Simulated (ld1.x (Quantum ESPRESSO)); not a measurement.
**B ultrasoft: all-electron and pseudo phase curves**

* Element: boron (B)
* Generator: ld1.x (Quantum ESPRESSO) 7.5
* Type: ultrasoft
* Functional: PBEsol
* Relativity: scalar-relativistic
* Frozen core: [He]
* Valence charge: 3
* Reference configuration: 2s2 2p1
* Partial waves: 2s (bound): rcut 1.10, rcutus 1.50 bohr; 2s channel at 0.45 Ry: rcut 1.10, rcutus 1.50 bohr; 2p (bound): rcut 3.90, rcutus 4.20 bohr; 2p channel at 3.6 Ry: rcut 3.90, rcutus 4.20 bohr
* Local potential: all-electron potential smoothed inside 1.20 bohr (lloc = -1)
* Core correction: none
* Augmentation charge: PSQ, inside the norm-conserving radii

The phase is arctan(r·u′/u) with u = r·R(r), unwrapped; energies in Ry, scanned from -3 to 5 Ry. A pole is an energy at which the radial function vanishes at the test radius. The pseudo phase is shifted by a multiple of π to meet the all-electron one at the reference energy, and phase errors are pseudo minus all-electron; the curves can meet again beyond the range given. Levels narrower than the energy grid can be missing from the lists of poles.

```json
{"channel": "s", "radius (bohr)": "4.52", "reference energy (Ry)": "-0.69", "poles, all-electron": "-0.66, 1.15, 3.93", "poles, pseudo": "-0.66, 1.15, 3.93", "unbroken range about the reference energy with phases within 0.05 rad": "the whole range", "phase error 1 Ry above the reference energy (rad)": "+0.000"}
{"channel": "p", "radius (bohr)": "4.52", "reference energy (Ry)": "-0.26", "poles, all-electron": "-0.19, 1.32, 3.83", "poles, pseudo": "-0.21, 0.70, 3.83", "unbroken range about the reference energy with phases within 0.05 rad": "-0.3 to -0.2", "phase error 1 Ry above the reference energy (rad)": "-0.392"}
```

Phases in the s channel:

```csv
E (Ry),all-electron,pseudo
-3.00,1.439,1.439
-2.52,1.426,1.426
-2.04,1.408,1.408
-1.56,1.380,1.380
-1.08,1.322,1.322
-0.60,-1.710,-1.710
-0.12,-2.015,-2.015
0.36,-3.767,-3.767
0.84,-4.601,-4.601
1.32,-4.757,-4.757
1.80,-4.895,-4.895
2.28,-5.520,-5.522
2.76,-7.556,-7.557
3.24,-7.759,-7.759
3.72,-7.831,-7.831
4.20,-7.880,-7.881
4.68,-7.934,-7.935
```
